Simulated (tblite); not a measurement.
C7H11FO.
Cartesian coordinates in Å at the GFN2-xTB level; atoms count from 1:
```xyz
20
C7H11FO angstrom
C      2.244    0.484    0.128
C      1.096    0.418   -0.885
C     -0.025   -0.415   -0.338
C      0.155   -1.889   -0.468
C     -1.098    0.155    0.261
C     -1.253    1.647    0.397
C     -2.157   -0.694    0.778
O     -2.251   -1.880    0.806
F     -3.203    0.029    1.308
H      3.056    1.089   -0.265
H      1.903    0.924    1.062
H      2.624   -0.512    0.341
H      1.463   -0.037   -1.807
H      0.760    1.428   -1.116
H      0.125   -2.372    0.508
H     -0.663   -2.323   -1.043
H      1.096   -2.125   -0.957
H     -1.459    2.098   -0.574
H     -0.347    2.095    0.798
H     -2.074    1.893    1.062
```

Computed with GFN2-xTB (tblite): harmonic, unscaled wavenumbers at the GFN2-xTB geometry, gas phase. The method is semi-empirical: single wavenumbers can be off by several per cent or more. One conformer, not necessarily the lowest.

Harmonic wavenumbers (cm⁻¹): 45.2, 70.2, 81.3, 121.0, 170.7, 197.1, 223.1, 246.2, 312.9, 344.1, 388.8, 407.1, 503.6, 574.7, 591.3, 689.3, 729.5, 828.2, 859.3, 972.6, 991.8, 1013.4, 1035.1, 1041.3, 1055.2, 1077.2, 1161.1, 1213.0, 1240.4, 1284.7, 1310.4, 1399.6, 1407.1, 1414.7, 1454.4, 1465.5, 1478.5, 1482.0, 1495.5, 1503.6, 1509.1, 1623.9, 1797.5, 2976.5, 3000.0, 3004.1, 3017.8, 3027.9, 3037.0, 3040.7, 3041.8, 3043.6, 3048.5, 3075.9.

A = 2666, B = 1092, C = 837.6 MHz; mass 130.079 u (most abundant isotopes); point group C1, symmetry number 1.

Question: What is the zero-point energy?

Answer: Half the sum of the wavenumbers: 36062 cm⁻¹ = 103.11 kcal/mol.

Question: What is S at 500 K and 1 bar for an ideal gas of classical rigid rotors and harmonic oscillators?

Answer: Translation 43.10, rotation 30.81, vibration 53.30: S = 127.2 cal/(mol K).

Question: And Cp and H(500 K) − H(0)?

Answer: Cp = 58.21 cal/(mol K), of which vibrations give 50.26 (their classical limit is 54 R = 107.3); H(500 K) − H(0) = 17.32 kcal/mol without the zero-point energy, 13.35 from vibrations.

Question: Blend soft modes into free rotors: weight 1/[1 + (100 cm⁻¹/ν̃)⁴] for the oscillator and the rest for a rotor with moment μB/(μ + B), μ = h/(8π²ν), B = 10⁻⁴⁴ kg m². What vibrational entropy results?

Answer: 49.02 cal/(mol K) in place of 53.30, which changes −T·S at 500 K by +2.14 kcal/mol.

Question: What must be added to the electronic energy to get the Gibbs energy at 500 K and 1 bar?

Answer: ZPE + [H(500 K) − H(0)] − T·S = 103.11 + 17.32 − 63.60 = 56.83 kcal/mol.

Question: Which modes carry the vibrational entropy at 500 K?

Answer: 45.2 cm⁻¹: 6.04; 70.2 cm⁻¹: 5.17; 81.3 cm⁻¹: 4.88; 121.0 cm⁻¹: 4.09; 170.7 cm⁻¹: 3.42; 197.1 cm⁻¹: 3.14 cal/(mol K); the other 48 give 26.56 together.

Question: How do the functions run with temperature in this model?

Answer: 
```json
{"T (K)": "150", "S (cal/(mol K))": "80.3", "Cp (cal/(mol K))": "25.6", "H − H(0) (kcal/mol)": "2.54", "G − H(0) (kcal/mol)": "-9.50", "ln q(vib)": "3.50"}
{"T (K)": "250", "S (cal/(mol K))": "95.6", "Cp (cal/(mol K))": "35.1", "H − H(0) (kcal/mol)": "5.57", "G − H(0) (kcal/mol)": "-18.32", "ln q(vib)": "6.46"}
{"T (K)": "298.15", "S (cal/(mol K))": "102.1", "Cp (cal/(mol K))": "39.7", "H − H(0) (kcal/mol)": "7.37", "G − H(0) (kcal/mol)": "-23.08", "ln q(vib)": "7.83"}
{"T (K)": "400", "S (cal/(mol K))": "115.2", "Cp (cal/(mol K))": "49.5", "H − H(0) (kcal/mol)": "11.92", "G − H(0) (kcal/mol)": "-34.16", "ln q(vib)": "10.67"}
{"T (K)": "600", "S (cal/(mol K))": "138.5", "Cp (cal/(mol K))": "65.6", "H − H(0) (kcal/mol)": "23.52", "G − H(0) (kcal/mol)": "-59.57", "ln q(vib)": "16.04"}
{"T (K)": "900", "S (cal/(mol K))": "168.4", "Cp (cal/(mol K))": "81.6", "H − H(0) (kcal/mol)": "45.80", "G − H(0) (kcal/mol)": "-105.74", "ln q(vib)": "23.58"}
```

q(vib) and H(0) count from the zero-point level.

Hindered rotation and anharmonicity are outside this model. Other conformers, if any are populated, would add a mixing term that is left out. The structure is chiral; the term R ln 2 for an equal mix with its mirror image is left out.

Time: 0.72 s. Hardware: an Arm Neoverse V1 with one thread, shared host with 64 logical CPUs at a one-minute load of 20. The figure is for the frequency step alone.
